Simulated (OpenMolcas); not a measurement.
A run on Ar³⁺.

- Program: OpenMolcas 26.06
- Method: MS-RASPT2, IPEA 0.25 Eh, imaginary shift 0.1 Eh (closed shells correlated: 2s 2p 3s)
- Basis: ANO-RCC [8s7p5d4f2g]
- Scalar Hamiltonian: DKH2, point nucleus
- Active space: 3 electrons in 9 orbitals (RAS2 3p; RAS3 3d 4s, at most 1 electron)
- State averaging: 2S+1 = 4 odd, 1 root; 2S+1 = 2 odd, 8 roots; 2S+1 = 4 even, 18 roots; 2S+1 = 2 even, 54 roots
- Spin-orbit coupling: state interaction with AMFI integrals over the reference wave functions, term energies averaged over their components

First CASPT2 step and the start of its output:

```
&CASPT2
Multistate=1 1
Frozen=1 0
IPEA=0.25
Imaginary=0.1
MaxIter=60
WThr=0.0 0.3 0.05
PrWF=0.5
NoMix
```

```
--- CASPT2 ---
Orbital specifications:
      -----------------------

      Symmetry species                           1   2
                                                ag  au
      Frozen orbitals                            1   0
      Inactive orbitals                          2   3
      Active orbitals                            6   3
      Secondary orbitals                        42  43
      Deleted orbitals                           0   0
      Number of basis functions                 51  49
Type of calculation                        SS-CASPT2
      Fock operator                              state-specific
      IPEA shift                                 0.25
      Real shift                                 0.00
      Imaginary shift                            0.10
      The input orbitals will be transformed to quasi-canonical
Reference energy:        -525.6751756483
      E2 (Non-variational):      -0.2715239864
      Shift correction:          -0.0000984604
      E2 (Variational):          -0.2716224468
      Total energy:            -525.9467980951
      Residual norm:              0.0000002664
      Reference weight:           0.96776
      Contributions to the CASPT2 correlation energy
      Active & Virtual Only:         -0.0085819010
      One Inactive Excited:          -0.1065560453
      Two Inactive Excited:          -0.1563860401
::    CASPT2 Root  1     Total energy:   -525.94679810
--- CASPT2 ---
Orbital specifications:
      -----------------------

      Symmetry species                           1   2
                                                ag  au
      Frozen orbitals                            1   0
      Inactive orbitals                          2   3
      Active orbitals                            6   3
...
```

Over all roots the printed reference weights run from 0.47 to 0.97, and roots that are degenerate in the reference spread by up to 69000 cm-1.

**Question.** Did the run give usable levels, and if not, why?

**Answer.** No. The equations converged, but the reference weight falls to 0.47 for at least one root against 0.97 for the best. A drop of that size marks an intruder state, so the energies of such roots and the levels built on them can't be trusted.
